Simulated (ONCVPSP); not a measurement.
## Wu-Cohen ONCV dataset for arsenic, scalar-relativistic all-electron reference.

| Quantity | Value |
| --- | --- |
| Element | As |
| Generator | ONCVPSP 4.0.1 |
| Type | optimised norm-conserving Vanderbilt (ONCV) |
| Functional | Wu-Cohen |
| Relativity | scalar-relativistic |
| Frozen core | [Ar] 3d10 |
| Valence charge | 5 |
| Reference configuration | 4s2 4p2 (charge +1) |
| Partial waves | 4s: rc 1.84 bohr, ncon 5, nbas 8, qcut 3.5 1/bohr, 3 projectors, debl 2.9 Ha; 4p: rc 1.64 bohr, ncon 3, nbas 6, qcut 5.9 1/bohr, 2 projectors, debl 0.8 Ha; d scattering state at 0.1 Ha: rc 2.06 bohr, ncon 3, nbas 7, qcut 5.9 1/bohr, 1 projector |
| Local potential | polynomial inside 1.42 bohr (lpopt 5, dvloc0 0 Ha) |
| Core correction | Teter function, fcfact 4.75, rcfact 1.3 |

- Cutoffs needed: 34 Ha and 45 Ha (the cutoffs (Ha) at which the residual kinetic energy of the hardest occupied pseudo-wave falls to 1 and 0.1 mHa per electron)
- Ghost test: no bound ghost flagged; GHOST(+) flagged for s at 228.1 eV
- Largest excitation error: -45 meV (all-electron minus pseudo) for 4s2 4p0, out of 4 test configurations
- rms error of d²Exc/dni dnj: 7.16 mHa without and 1.02 mHa with the model core
